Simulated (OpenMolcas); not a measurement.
## 3d2 along the 20-electron sequence

```
Program             : OpenMolcas 26.06
Method              : SS-RASPT2, IPEA 0.25 Eh, imaginary shift 0.1 Eh
Basis               : ANO-R2
Scalar Hamiltonian  : X2C, finite nucleus
Spin-orbit coupling : RASSI with atomic mean-field integrals over the reference wave functions, term energies averaged over their components
```

Active space for each ion: 8 electrons in 8 orbitals (RAS1 3p, at most 2 holes; RAS2 3d); closed shells correlated by CASPT2: 3s.

Computed levels in cm-1 above 3F2:

| Level | Ti2+ | V3+ | Cr4+ | Mn5+ | Co7+ |
| --- | --- | --- | --- | --- | --- |
| 3F3 | 207 | 337 | 541 | 770 | 1437 |
| 3F4 | 474 | 771 | 1229 | 1738 | 3200 |
| 1D2 | 8370 | 11090 | 13590 | 15640 | 19970 |
| 3P0 | 10780 | 13750 | 16030 | 18560 | 23060 |
| 3P1 | 10860 | 13870 | 16230 | 18830 | 23590 |
| 3P2 | 11000 | 14110 | 16650 | 19450 | 24840 |
| 1G4 | 14450 | 18700 | 22860 | 26040 | 32990 |
| 1S0 | 31090 | 42290 | 51700 | 59800 | 75580 |
| weight of 3F in the lowest level (%) | 100 | 100 | 100 | 100 | 100 |

Measured, with the error of the calculation in %. Measured levels: Ti2+ from Corliss and Sugar, J. Phys. Chem. Ref. Data 8, 1 (1979); V3+ from Sugar and Corliss, J. Phys. Chem. Ref. Data 7, 1191 (1978); Cr4+ from Sugar and Corliss, J. Phys. Chem. Ref. Data 6, 317 (1977); Mn5+ from Corliss and Sugar, J. Phys. Chem. Ref. Data 6, 1253 (1977); Co7+ from Sugar and Corliss, J. Phys. Chem. Ref. Data 10, 1097 (1981).

| Level | Ti2+ | V3+ | Cr4+ | Mn5+ | Co7+ |
| --- | --- | --- | --- | --- | --- |
| 3F3 | 185 (+11.8) | 325 (+3.7) | 508 (+6.5) | 746 (+3.2) | 1430 (+0.5) |
| 3F4 | 420 (+12.8) | 735 (+4.9) | 1142 (+7.7) | 1669 (+4.1) | 3144 (+1.8) |
| 1D2 | 8474 (-1.2) | 10959 (+1.2) | 13188 (+3.0) | 15336 (+2.0) | 19624 (+1.7) |
| 3P0 | 10538 (+2.3) |  | 15492 (+3.5) | 17782 (+4.4) | 22304 (+3.4) |
| 3P1 | 10604 (+2.4) | 13239 (+4.7) | 15677 (+3.5) | 18057 (+4.3) | 22839 (+3.3) |
| 3P2 | 10721 (+2.6) | 13458 (+4.9) | 16041 (+3.8) | 18628 (+4.4) | 24055 (+3.3) |
| 1G4 | 14398 (+0.4) | 18391 (+1.7) | 22019 (+3.8) | 25511 (+2.1) | 32360 (+2.0) |
| 1S0 | 32476 (-4.3) | 42462 (-0.4) | 51146 (+1.1) |  | 74247 (+1.8) |

The fine-structure level 3F4 changes by a factor of 6.75 from Ti2+ to Co7+. Its fourth root runs 4.67, 5.27, 5.92, 6.46, 7.52, with steps per unit of Z of 0.60, 0.65, 0.54, 0.53; equal steps would mean a (Z - σ)^4 law with constant σ.

1D2 changes by a factor of 2.39 over the same range, with steps per unit of Z of +2720, +2500, +2050, +2160 cm-1.

CASPT2 breaks the degeneracy within a term, and the mean is taken; among the terms shown or strongly mixed into the levels shown the widest spread is 530 cm-1 (3d2 1G, Ti2+). Active for correlation alone: 3p; no level in the range computed is led by a configuration that opens it, so any true level of that kind is missing. Computed and measured levels are paired by configuration, term and J; levels that our copy of the source lacks, or whose pairing is in doubt (as where it misses far off the trend of its configuration), stay unpaired and out of the deviations. Only configurations of the active space appear.
